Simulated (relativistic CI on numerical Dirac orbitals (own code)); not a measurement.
**Os⁺: resonant inelastic scattering at the N6,7 edge**

Computed with this model: Dirac-Coulomb-Breit CI, orbitals from a KLI potential per configuration, model QED, valence Slater integrals scaled by 0.7, Kramers-Heisenberg scattering through one core-hole configuration in a parametric crystal field; configurations [Xe] 4f14 5d7 → [Xe] 4f13 5d8; 80 K; core-hole width 0.18 eV; summed over polarisations. Incident energies are the highest absorption maxima for each field (at most a few, so the weaker spin-orbit partner edge can be absent), on the computed scale of the free ion. Intensities are in per cent of the strongest line above 0.02 eV; levels within 1 cm⁻¹ are merged; final levels count from the ground level, the first row holds all elastic scattering, lines under 0.4 are left out and each table stops after 24 rows. The scale of the Slater integrals is a model choice and moves the terms in proportion. The configuration is assumed, with all valence electrons in the open shell; the free ion's ground configuration is another.

Field parameters in Wybourne normalisation: Oh B⁴₀ = 21Dq, B⁴₄ = √(5/14) B⁴₀. The field is a parameter set, without covalency.

S is read from ⟨S²⟩ = S(S + 1).

Oh, 10Dq = 4050 cm⁻¹:

| Final level (eV) | Degeneracy | Irrep | S | 47.6 eV | 48.1 eV | 50.5 eV |
| --- | --- | --- | --- | --- | --- | --- |
| 0.000 | 2 | Γ6 | 1.44 | 142.4 | 352.4 | 37.4 |
| 0.069 | 4 | Γ8 | 1.40 | 49.8 | 100.0 | 7.5 |
| 0.229 | 4 | Γ8 | 1.34 | 1.7 | 72.3 | 3.2 |
| 0.765 | 4 | Γ8 | 1.31 | 1.2 | 8.3 | 9.2 |
| 0.901 | 2 | Γ6 | 1.46 | 1.9 | 5.6 | 38.0 |
| 0.921 | 4 | Γ8 | 1.26 | 0.7 | 3.5 | 18.0 |
| 1.012 | 2 | Γ7 | 1.33 | 0.0 | 0.1 | 0.5 |
| 1.215 | 4 | Γ8 | 1.09 | 0.1 | 3.3 | 3.1 |
| 1.270 | 4 | Γ8 | 0.92 | 1.0 | 0.4 | 13.7 |
| 1.437 | 4 | Γ8 | 0.86 | 1.0 | 3.2 | 3.8 |
| 1.568 | 4 | Γ8 | 1.18 | 0.7 | 1.9 | 2.2 |
| 1.664 | 2 | Γ6 | 0.65 | 8.1 | 9.3 | 22.6 |
| 1.685 | 4 | Γ8 | 1.47 | 0.0 | 1.0 | 13.5 |
| 1.804 | 2 | Γ6 | 0.90 | 0.3 | 1.2 | 1.1 |
| 1.889 | 4 | Γ8 | 0.72 | 0.5 | 0.6 | 0.7 |
| 1.897 | 2 | Γ6 | 0.88 | 0.6 | 4.1 | 1.2 |
| 2.099 | 4 | Γ8 | 0.68 | 0.6 | 1.7 | 1.5 |
| 2.165 | 2 | Γ7 | 0.54 | 0.0 | 0.7 | 0.0 |
| 2.168 | 4 | Γ8 | 0.61 | 0.3 | 5.6 | 0.7 |
| 2.231 | 2 | Γ6 | 0.52 | 0.4 | 1.6 | 2.8 |
| 2.455 | 4 | Γ8 | 0.93 | 0.0 | 0.7 | 1.5 |
| 2.533 | 4 | Γ8 | 0.76 | 0.3 | 0.3 | 3.2 |
| 2.602 | 2 | Γ6 | 0.89 | 0.1 | 0.4 | 0.1 |
| 2.861 | 2 | Γ6 | 0.59 | 0.1 | 0.7 | 0.6 |

Oh, 10Dq = 9100 cm⁻¹:

```csv
Final level (eV),Degeneracy,Irrep,S,47.5 eV,48.2 eV
0.000,4,Γ8,1.15,217.2,443.4
0.012,2,Γ6,1.46,23.7,6.1
0.220,4,Γ8,1.34,49.8,100.0
0.648,2,Γ7,1.48,3.4,1.1
0.865,4,Γ8,1.13,4.2,6.5
0.988,4,Γ8,0.98,2.5,52.5
1.334,2,Γ7,1.04,0.4,1.7
1.347,2,Γ6,1.32,2.3,0.9
1.394,4,Γ8,1.17,6.2,3.3
1.546,4,Γ8,1.02,0.5,15.8
1.553,4,Γ8,0.97,8.9,4.8
1.751,2,Γ6,0.80,4.2,0.8
1.941,2,Γ6,0.71,0.7,1.5
1.979,4,Γ8,1.07,0.6,3.2
2.180,4,Γ8,1.24,0.4,2.1
2.391,4,Γ8,1.21,0.2,1.3
2.397,2,Γ6,0.96,0.5,0.7
2.545,4,Γ8,0.91,0.7,3.2
2.597,2,Γ7,0.70,0.1,0.9
2.710,4,Γ8,0.80,0.2,2.5
2.752,2,Γ6,0.65,0.8,0.5
3.035,4,Γ8,0.64,0.4,2.4
3.071,2,Γ7,0.53,0.0,0.7
3.383,4,Γ8,0.52,0.1,0.6
```

Oh, 10Dq = 14200 cm⁻¹:

| Final level (eV) | Degeneracy | Irrep | S | 47.8 eV | 48.5 eV | 51.2 eV |
| --- | --- | --- | --- | --- | --- | --- |
| 0.000 | 4 | Γ8 | 0.77 | 134.7 | 479.9 | 78.4 |
| 0.410 | 2 | Γ6 | 1.47 | 3.4 | 2.5 | 0.3 |
| 0.587 | 4 | Γ8 | 1.42 | 35.0 | 20.4 | 2.4 |
| 1.013 | 2 | Γ7 | 1.49 | 1.1 | 0.3 | 0.2 |
| 1.112 | 4 | Γ8 | 1.35 | 11.0 | 2.0 | 6.4 |
| 1.501 | 4 | Γ8 | 0.72 | 3.7 | 100.0 | 16.5 |
| 1.851 | 2 | Γ7 | 0.70 | 0.8 | 5.2 | 30.2 |
| 1.875 | 4 | Γ8 | 0.65 | 20.3 | 6.0 | 31.0 |
| 1.946 | 2 | Γ6 | 0.71 | 2.8 | 0.9 | 1.3 |
| 2.133 | 4 | Γ8 | 0.80 | 7.3 | 50.5 | 59.0 |
| 2.381 | 2 | Γ6 | 0.72 | 1.0 | 3.4 | 8.6 |
| 2.383 | 4 | Γ8 | 1.42 | 0.3 | 0.3 | 2.5 |
| 2.486 | 2 | Γ6 | 1.30 | 0.7 | 0.3 | 0.9 |
| 2.670 | 2 | Γ7 | 1.37 | 0.2 | 0.5 | 5.3 |
| 2.710 | 4 | Γ8 | 1.28 | 0.6 | 2.5 | 0.7 |
| 2.903 | 2 | Γ7 | 1.01 | 0.1 | 1.0 | 11.0 |
| 3.053 | 4 | Γ8 | 1.12 | 0.5 | 0.9 | 1.6 |
| 3.380 | 2 | Γ7 | 1.11 | 0.0 | 0.6 | 0.4 |
| 3.454 | 4 | Γ8 | 1.01 | 0.7 | 1.4 | 0.8 |
| 3.698 | 4 | Γ8 | 0.79 | 0.3 | 0.5 | 0.7 |
| 3.796 | 4 | Γ8 | 0.85 | 0.1 | 0.4 | 0.3 |
| 3.868 | 2 | Γ7 | 0.52 | 0.0 | 0.6 | 1.2 |
| 3.884 | 2 | Γ6 | 0.86 | 0.3 | 0.4 | 0.1 |
| 4.019 | 4 | Γ8 | 0.69 | 0.2 | 1.0 | 0.3 |

For the first field the strongest loss at the lowest incident energy is the level at 0.07 eV (S = 1.40, against 1.44 in the thermal ground state). Levels of other spin, the first over 8 % at 1.66 eV, appear because spin-orbit coupling of the core hole, and in heavier ions of the valence shell too, mixes spins.
